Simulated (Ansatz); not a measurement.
A nudged elastic band was laid between two geometries of AlClF₂H₂ (6 atoms, charge 0, multiplicity 1).

Level of theory: RKS PBE-D4/def2-SVP in Ansatz.

| Property | Result |
| --- | --- |
| movable images | 7 |
| climbing image | yes |
| spring | 5.0 eV/Å² |
| optimiser | quadratic models (default) |
| start path | through a guess of the saddle point |
| force threshold | 0.03 eV/Å |
| iteration limit | 60 |
| end points | relaxed |

Image 0:

```xyz
6
Properties=species:S:1:pos:R:3
Al 0.004 0.126 0.055
H -0.001 0.725 1.522
F 1.428 0.090 -0.830
F -1.429 0.014 -0.808
Cl 0.077 -2.362 0.892
H 0.071 -1.975 2.136
```

Image 8:

```xyz
6
Properties=species:S:1:pos:R:3
Al 0.023 -0.662 -0.159
H 0.010 0.254 1.844
F 1.430 0.158 -0.509
F -1.429 0.083 -0.488
Cl 0.081 -2.707 0.279
H 0.035 -0.508 2.002
```

(1) Which bonds break or form, and what moves?

(2) What energy profile does the band end with?

(3) What is the geometry of the highest image?

(4) What are the harmonic wavenumbers there?

Results:

(1) Bonds broken: Al1–H2, Cl5–H6. Bonds formed: Al1–Cl5, H2–H6. AlClF2H2 becomes AlClF2 + H2.

(2) It converged. The highest image is number 3 of 0 to 8, 12.2 kJ/mol above the first end and 116.1 kJ/mol above the last; the last end lies 103.9 kJ/mol below the first. A vibrational analysis at the climbing image gives one clearly imaginary mode, 388i cm⁻¹: a first-order saddle point. The orbitals stay closed-shell, which can raise the energy where a bond breaks towards radicals; this wasn't checked here.

```csv
image,path coordinate (Å),energy (kJ/mol),Al1–H2 (Å),Cl5–H6 (Å),Al1–Cl5 (Å)
0,0.00,0.0,1.58,1.30,2.63
1,0.36,2.4,1.59,1.31,2.60
2,0.72,7.6,1.60,1.33,2.56
3,1.07,12.2,1.64,1.41,2.44
4,1.35,-2.4,1.72,1.62,2.30
5,1.63,-49.1,1.86,1.89,2.20
6,1.91,-85.2,2.02,2.18,2.13
7,2.19,-100.4,2.15,2.48,2.10
8,2.48,-103.9,2.20,2.79,2.09
```

(3) 
```xyz
6
Properties=species:S:1:pos:R:3
Al 0.010 -0.126 0.066
H 0.014 0.177 1.681
F 1.447 0.131 -0.744
F -1.450 0.056 -0.723
Cl 0.076 -2.396 0.950
H 0.051 -1.223 1.738
```

(4) 388i, 120, 174, 259, 438, 547, 755, 841, 944, 955, 1618, 1921 cm⁻¹.

Time of the run: 74 s on 2 threads of Arm Neoverse V1 (shared host), peak memory 0.14 GiB.
